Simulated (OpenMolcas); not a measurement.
An OpenMolcas run meant for Ca+ (ANO-RCC-VQZP, DKH2; inactive shells 1s 2s 2p 3s 3p; intended active space 1 electron in 4 orbitals (4s 4p)). One step of its input:

```
&CASPT2
Multistate=1 1
Frozen=2 3
IPEA=2.0
Imaginary=0.1
MaxIter=60
WThr=0.0 0.3 0.05
PrWF=0.5
NoMix
```

The run finished. Its levels beside those of a sound run (SS-CASPT2, IPEA 0.25 Eh, imaginary shift 0.1 Eh (closed shells correlated: 3s 3p)), in cm-1 above each run's lowest level:

```
     Level  This run  Usual run
 4s 2S 1/2       0.0        0.0
4p 2P* 1/2     24810      25211
4p 2P* 3/2     24970      25371
```

**Question.** Which setting is unsound, and how much does it matter here?

**Answer.** The IPEA shift is far above its usual 0.25 hartree. Against the sound run the excited levels shown move by 400 cm-1 on average and by 400 cm-1 at most.

ANO sets are built for ground and valence states and can reach diffuse excited orbitals poorly. With one active electron, CASPT2 adds the correlation within the correlated inactive shells and between them and that electron, and leaves the splitting within a term as the reference gives it. Only configurations of the active space appear.

* marks odd parity.
